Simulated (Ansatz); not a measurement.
A nudged elastic band was laid between two geometries of F3H5HfNP (11 atoms, charge 0, multiplicity 1).

Theory: RKS PBE0-D4/def2-SVP in Ansatz.

```yaml
movable_images: 5
climbing_image: yes
spring: 5.0 eV/Å²
optimiser: quadratic models (default)
start_path: through a guess of the saddle point
force_threshold: 0.05 eV/Å
iteration_limit: 60
end_points: relaxed
```

First end point:

```xyz
11
Properties=species:S:1:pos:R:3
Hf 0.031 0.038 -0.197
F 0.616 -0.197 1.631
F 1.654 0.274 -1.185
N -0.846 1.822 -0.631
H -1.758 2.186 -0.371
H -0.376 2.522 -1.202
F -0.805 -1.522 -0.972
P -2.463 -0.314 1.392
H -2.508 -1.572 2.045
H -3.770 -0.348 0.838
H -2.756 0.492 2.523
```

Last end point:

```xyz
11
Properties=species:S:1:pos:R:3
Hf -0.633 -0.055 -0.261
F -0.056 0.964 1.840
F 1.148 -0.727 -0.011
N -0.956 1.891 -0.688
H -1.419 2.226 -1.530
H -0.559 2.686 -0.192
F -1.327 -0.882 -1.830
P -2.377 -0.714 1.650
H -3.617 -0.492 0.992
H -2.359 -2.135 1.603
H -0.827 0.618 2.300
```

(1) What changes between the two ends?

(2) Give the energies along the band, and the barrier.

(3) What is the geometry of the highest image?

Results:

(1) Bonds broken: P8–H11. Bonds formed: F2–H11.

(2) It converged. The highest image is number 5 of 0 to 6, 1.63 eV above the first end and 0.09 eV above the last; the last end lies 1.54 eV above the first. Neighbouring images differ by up to 1.2 eV, so the band resolves the path poorly. A vibrational analysis at the climbing image gives one clearly imaginary mode, 505i cm⁻¹: a first-order saddle point. The orbitals stay closed-shell, which can raise the energy where a bond breaks towards radicals; this wasn't checked here.

```
image  path coordinate (Å)  energy (eV)  P8–H11 (Å)  F2–H11 (Å)
    0                 0.00         0.00        1.42        3.56
    1                 1.95         0.03        1.42        3.24
    2                 3.90         0.31        1.43        2.71
    3                 5.85         0.35        1.43        2.53
    4                 7.80         0.39        1.43        2.19
    5                 9.75         1.63        1.74        1.12
    6                10.61         1.54        2.14        0.96
```

(3) 
```xyz
11
Properties=species:S:1:pos:R:3:forces:R:3
Hf -0.476 0.004 -0.220 0.01 0.01 0.00
F -0.173 0.841 1.817 0.01 0.00 -0.01
F 1.372 -0.512 -0.124 0.00 0.00 0.00
N -0.931 1.859 -0.855 -0.01 0.00 -0.03
H -1.372 2.057 -1.751 0.01 0.00 0.02
H -0.610 2.732 -0.442 0.00 -0.01 0.00
F -1.122 -0.995 -1.713 0.00 0.00 0.00
P -2.369 -0.668 1.599 0.00 -0.01 0.01
H -3.713 -0.327 1.333 0.00 0.00 0.00
H -2.458 -2.011 2.028 0.00 0.00 0.00
H -1.131 0.401 2.200 -0.02 -0.01 0.00
```

The run took 3.3 min on 4 threads of AMD EPYC 9R45 96-Core Processor (Zen 5), on a shared host, peak memory 0.37 GiB.
